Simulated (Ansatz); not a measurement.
Molecular dynamics of AlSi$_{16}$

input.yaml

```yaml
accuracy: low
crystal:
  lattice:
    - [0.0, 5.43, 5.43]
    - [5.43, 0.0, 5.43]
    - [5.43, 5.43, 0.0]
  atoms:
    - { symbol: Si, position: [0.03918548, -0.02348446, -0.01295155] }
    - { symbol: Si, position: [0.172707, 0.12296061, 0.08924474] }
    - { symbol: Si, position: [-0.01043463, 0.0372971, 0.43211772] }
    - { symbol: Si, position: [0.08724035, 0.12159081, 0.62054276] }
    - { symbol: Si, position: [0.0569249, 0.47696502, -0.0869351] }
    - { symbol: Si, position: [0.14460309, 0.58124587, 0.11045335] }
    - { symbol: Si, position: [-0.01930711, 0.48956828, 0.49918421] }
    - { symbol: Si, position: [0.1337433, 0.66452181, 0.51607993] }
    - { symbol: Si, position: [0.54014431, 0.03355958, -0.02860828] }
    - { symbol: Si, position: [0.62952007, 0.1656341, 0.1011943] }
    - { symbol: Si, position: [0.41612667, -0.04769917, 0.61229346] }
    - { symbol: Si, position: [0.60432065, 0.11117714, 0.60015541] }
    - { symbol: Si, position: [0.49388408, 0.49606576, 0.07784252] }
    - { symbol: Si, position: [0.70425507, 0.65021708, 0.12715839] }
    - { symbol: Si, position: [0.48479348, 0.50143294, 0.51620671] }
    - { symbol: Si, position: [0.55383599, 0.56338073, 0.74105614] }
    - { symbol: Al, position: [0.71820778, 0.79410801, 0.34389538], spin: 1.0 }
magnetization:
  spin_polarized: true
basis:
  ecutwfc: 420.0
kpoints:
  mp_grid: { grid: [2, 2, 2] }
hamiltonian:
  xc: pbe
  dispersion: d3bj
  pseudopotentials: { kind: paw, azcp: { folder: soft_1 } }
scf:
  occupations: { method: fermi_dirac, width: 0.02 }
  lower_state_search: "off"
md:
  timestep: 2
  n_steps: 90
  ensemble: nvt_langevin
  temperature: 1680.0
  initial_velocities: maxwell_boltzmann
  seed: 171403
  friction: 0.01
```

Command:

```bash
$ ansatz run input.yaml --threads 1 --pin off --max-ram 3072MiB --backend cpu --events-out ev --progress --plain --runs-dir out
```

It goes on from the last frame of an earlier run, with new velocities.

Output, in part (warnings, step lines):

```
WARN: the starting moments were not kept: the SCF closed with an absolute magnetisation of 5.6e-5 μB, where they sum to 1 μB in size (1 site). That is at most 0.1 of that sum. Measured as dr2_m measures the in/out step, that magnetisation stands 7.4e-11 eV from none, at or under the dr2_threshold …
md step     0: t =     0.00 fs  T =  1581.2 K  F+E_penalty+E_count = -10708.97926963 eV  E_kin = 3.474509 eV  (16 SCF iters)
md step     1: t =     2.00 fs  T =  1666.6 K  F+E_penalty+E_count = -10709.11856537 eV  E_kin = 3.662296 eV  (8 SCF iters)
md step     2: t =     4.00 fs  T =  1722.6 K  F+E_penalty+E_count = -10709.25986449 eV  E_kin = 3.785217 eV  (8 SCF iters)
md step     3: t =     6.00 fs  T =  1717.3 K  F+E_penalty+E_count = -10709.38207512 eV  E_kin = 3.773556 eV  (8 SCF iters)
md step     4: t =     8.00 fs  T =  1703.3 K  F+E_penalty+E_count = -10709.47738876 eV  E_kin = 3.742796 eV  (9 SCF iters)
md step     5: t =    10.00 fs  T =  1552.8 K  F+E_penalty+E_count = -10709.54646565 eV  E_kin = 3.412159 eV  (9 SCF iters)
md step     6: t =    12.00 fs  T =  1618.2 K  F+E_penalty+E_count = -10709.58902344 eV  E_kin = 3.555846 eV  (9 SCF iters)
md step     7: t =    14.00 fs  T =  1598.4 K  F+E_penalty+E_count = -10709.58416407 eV  E_kin = 3.512429 eV  (8 SCF iters)
[... lines left out ...]
md step    90: t =   180.00 fs  T =  1898.3 K  F+E_penalty+E_count = -10708.41554906 eV  E_kin = 4.171284 eV  (9 SCF iters)
```

The steps, from the saved trajectory:

| time (fs) | T (K) | potential energy less start (eV) |
| --- | --- | --- |
| 0 | 1581 | 0.000 |
| 6 | 1717 | -0.403 |
| 12 | 1618 | -0.610 |
| 18 | 1456 | -0.425 |
| 24 | 1282 | 0.058 |
| 30 | 1065 | 0.405 |
| 36 | 1287 | 0.403 |
| 42 | 1136 | 0.394 |
| 48 | 1052 | 0.353 |
| 54 | 1289 | 0.311 |
| 60 | 1404 | 0.187 |
| 66 | 1758 | -0.128 |
| 72 | 1494 | -0.185 |
| 78 | 1396 | 0.375 |
| 84 | 1092 | 1.196 |
| 90 | 1284 | 1.125 |
| 96 | 1590 | 0.355 |
| 102 | 1810 | -0.334 |
| 108 | 1527 | -0.319 |
| 114 | 1547 | -0.164 |
| 120 | 1694 | -0.284 |
| 126 | 1763 | -0.003 |
| 132 | 1588 | 0.558 |
| 138 | 1293 | 0.895 |
| 144 | 1250 | 0.975 |
| 150 | 1421 | 0.772 |
| 156 | 1646 | 0.276 |
| 162 | 1870 | -0.051 |
| 168 | 1977 | 0.001 |
| 174 | 1805 | 0.299 |
| 180 | 1898 | 0.564 |

All steps were run. A run of 0.18 ps of so small a system gives no equilibrium averages. Limits of this set-up: coarse k mesh, a small cell, in which the defect meets its images, low accuracy level.

Mean squared displacements from the first frame to the last, about the centre of mass: Si 0.45 Å², Al 0.35 Å².

Last frame:

```xyz
17
Lattice="0.0000 5.4300 5.4300 5.4300 0.0000 5.4300 5.4300 5.4300 0.0000" Properties=species:S:1:pos:R:3
Si 0.170 -0.371 0.309
Si 1.069 1.229 1.996
Si 2.317 2.573 0.596
Si 4.024 4.081 1.795
Si 2.673 -0.190 2.956
Si 4.085 1.455 4.558
Si 5.442 2.564 2.831
Si 6.885 3.393 4.159
Si -0.416 2.370 3.144
Si 1.173 3.206 4.676
Si 2.626 6.144 2.914
Si 3.776 6.593 4.896
Si 3.534 3.644 4.417
Si 4.122 4.108 7.000
Si 5.672 5.179 5.751
Si 6.871 7.149 6.628
Al 5.708 5.333 8.437
```

Time of the run: 22 min on 1 thread of Arm Neoverse V2, on a shared host, peak memory 0.65 GiB.
